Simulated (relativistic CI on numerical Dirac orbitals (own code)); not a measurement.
Method of calculation: Dirac-Coulomb-Breit CI, separate exchange-only KLI orbitals for each configuration, model QED (radiative potential, 1s self-energy scaled to tabulated hydrogen-like ionisation energies), valence Slater integrals scaled by 0.85, P86 correlation energy added to each configuration (own radial code, finite nucleus).

Configuration list (outside the closed core [Ne]): 3s, 3p, 3d, 4s, 4p, 4d, 4f, 5s, 5p, 5d, 5g, 5f, 6s, 6p, 6d, 7s, 7p. Levels of other configurations are missing.

Correlation outside the listed configurations is missing or only estimated: errors of thousands of cm⁻¹ between configurations and terms are usual at this charge. Rates and lifetimes follow the computed energies and can be off by large factors. The fine structure of a lone outer electron comes out too small, for d and f at times inverted, and misplaced configurations move strength between like terms. 22 of the 22 excited levels that our extract of the measured tables holds in this range could be paired (the sources list more); they are missed by 1339 cm⁻¹ on average and 1976 at most, and levels without a partner can miss by more.

Outline of the computed level scheme of Si IV. Lowest level of each configuration: 3s 2S_1/2 at 0.0000 eV; 3p 2P°_1/2 at 8.7835 eV; 3d 2D_5/2 at 19.7493 eV; 4s 2S_1/2 at 23.8442 eV; 4p 2P°_1/2 at 26.8777 eV; 4d 2D_5/2 at 30.8189 eV; 4f 2F°_5/2 at 31.5151 eV; 5s 2S_1/2 at 32.6626 eV; 5p 2P°_1/2 at 34.0592 eV.

Some strong electric-dipole decays among the lowest 15 levels: 4f 2F°_7/2 → 3d 2D_5/2 (4.1e+09 s⁻¹); 4f 2F°_5/2 → 3d 2D_3/2 (3.9e+09 s⁻¹); 3d 2D_5/2 → 3p 2P°_3/2 (2.6e+09 s⁻¹); 4s 2S_1/2 → 3p 2P°_3/2 (2.2e+09 s⁻¹); 3d 2D_3/2 → 3p 2P°_1/2 (2.2e+09 s⁻¹); 4s 2S_1/2 → 3p 2P°_1/2 (1.1e+09 s⁻¹); 3p 2P°_3/2 → 3s 2S_1/2 (9.1e+08 s⁻¹); 3p 2P°_1/2 → 3s 2S_1/2 (9.0e+08 s⁻¹).

Rates of lines that live on the mixing of spin multiplicities can be off by large factors.
